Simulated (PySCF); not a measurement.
C2H7ClSi3, SMILES Cl[Si@@H]1C=C[SiH2][SiH2]1. Atoms are numbered in the order given.

```xyz
13

Cl     2.3938     0.4428    -1.0313
Si     1.0505    -0.0047     0.5130
C      0.2488    -1.6702     0.1614
C     -1.0794    -1.8030    -0.0455
Si    -2.2902    -0.3449    -0.0048
Si    -0.8196     1.4215     0.5056
H      1.8480    -0.0514     1.7703
H      0.8872    -2.5640     0.1098
H     -1.4773    -2.8076    -0.2522
H     -2.9849    -0.2126    -1.3201
H     -3.3320    -0.5714     1.0414
H     -0.7320     2.4753    -0.5431
H     -1.0883     2.0367     1.8377
```

Coordinates come from a B3LYP-D3(BJ)/def2-SVP optimisation. The structure was generated by enumeration; whether it is a known compound was not checked.

Calculation: B3LYP-D3(BJ)/def2-SVP run with PySCF 2.14.0.

Frequencies are harmonic and unscaled.

| mode | ν (cm⁻¹) | IR (km/mol) | moving atoms (share of kinetic energy) |
|---|---|---|---|
| 1 | 25 | 0.4 | Si 43 %, Cl 23 %, H 22 %, C 13 % |
| 2 | 129 | 1.6 | Si 44 %, Cl 37 %, H 13 % |
| 3 | 142 | 1.1 | C 31 %, Cl 26 %, Si 23 %, H 21 % |
| 4 | 268 | 2.3 | Si 65 %, C 19 %, H 10 % |
| 5 | 310 | 5.8 | H 47 %, C 35 %, Si 15 % |
| 6 | 367 | 13.3 | H 67 %, C 14 %, Si 13 % |
| 7 | 408 | 2.5 | Si 68 %, H 20 % |
| 8 | 418 | 0.8 | Si 71 %, C 14 %, H 13 % |
| 9 | 459 | 6.6 | Si 41 %, C 30 %, H 25 % |
| 10 | 484 | 5.7 | H 57 %, Si 30 %, C 11 % |
| 11 | 537 | 90.8 | Si 46 %, Cl 26 %, H 23 % |
| 12 | 600 | 24.2 | H 74 %, Si 14 %, C 8 % |
| 13 | 625 | 17.8 | H 46 %, C 34 %, Si 20 % |
| 14 | 632 | 36.8 | H 70 %, Si 15 %, C 14 % |
| 15 | 650 | 13.6 | H 75 %, Si 15 %, C 10 % |
| 16 | 685 | 20.9 | H 69 %, C 22 %, Si 8 % |
| 17 | 757 | 35.0 | H 77 %, C 17 % |
| 18 | 779 | 73.3 | H 63 %, C 20 %, Si 16 % |
| 19 | 795 | 120.2 | H 70 %, Si 16 %, C 14 % |
| 20 | 821 | 187.1 | H 81 %, Si 10 %, C 8 % |
| 21 | 912 | 72.3 | H 96 % |
| 22 | 944 | 103.6 | H 96 % |
| 23 | 1027 | 0.0 | H 79 %, C 21 % |
| 24 | 1131 | 15.4 | H 98 % |
| 25 | 1311 | 5.4 | H 69 %, C 31 % |
| 26 | 1597 | 2.7 | C 97 % |
| 27 | 2204 | 90.1 | H 97 % |
| 28 | 2207 | 95.7 | H 96 % |
| 29 | 2212 | 84.5 | H 97 % |
| 30 | 2221 | 101.6 | H 97 % |
| 31 | 2232 | 89.7 | H 96 % |
| 32 | 3098 | 4.3 | H 92 % |
| 33 | 3120 | 11.9 | H 91 %, C 9 % |
